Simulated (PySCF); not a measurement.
An equivalent PySCF input for Mg (magnesium, neutral), [Ne] 3s2, closed-shell 1S, with the spin-free X2C one-electron Hamiltonian (Gaussian nucleus):

```python
from pyscf import gto, scf, dft, mp, cc
import basis_set_exchange as bse
mol = gto.M(atom="Mg 0 0 0", charge=0, spin=0, symmetry="D2h",
            basis=gto.basis.parse(bse.get_basis("Sapporo-DZP-2012", elements=["Mg"], fmt="nwchem", header=False)),
            nucmod="G")
mf = dft.UKS(mol, xc="TPSS").sfx2c1e()
mf.irrep_nelec = {'Ag': (3, 3), 'B1u': (1, 1), 'B2u': (1, 1), 'B3u': (1, 1)}
mf.kernel()
```

It reaches the same state as the run whose output follows, with an energy that differs only through the grid. The run itself started from symmetry-adapted Hartree-Fock orbitals and held the occupation by maximum overlap, on a logarithmic radial grid, so the iterations belong to that start.

```
SCF conv_tol = 1e-09
number electrons alpha = 6  beta = 6
XC functionals = TPSS
    J. Tao, J. P. Perdew, V. N. Staroverov, and G. E. Scuseria.,  Phys. Rev. Lett. 91, 146401 (2003)
    J. P. Perdew, J. Tao, V. N. Staroverov, and G. E. Scuseria.,  J. Chem. Phys. 120, 6898 (2004)
    J. Tao, J. P. Perdew, V. N. Staroverov, and G. E. Scuseria.,  Phys. Rev. Lett. 91, 146401 (2003)
    J. P. Perdew, J. Tao, V. N. Staroverov, and G. E. Scuseria.,  J. Chem. Phys. 120, 6898 (2004)
cycle= 1 E= -200.347727315148  delta_E= -0.00412  |g|= 0.00973  |ddm|= 0.12
cycle= 2 E= -200.347733455904  delta_E= -6.14e-06  |g|= 0.00724  |ddm|= 0.00527
cycle= 3 E= -200.347740552547  delta_E= -7.1e-06  |g|= 5.42e-05  |ddm|= 0.00267
cycle= 4 E= -200.34774055288  delta_E= -3.32e-10  |g|= 4.52e-06  |ddm|= 2.18e-05
converged SCF energy = -200.34774055288  <S^2> = -7.9936058e-15  2S+1 = 1
```
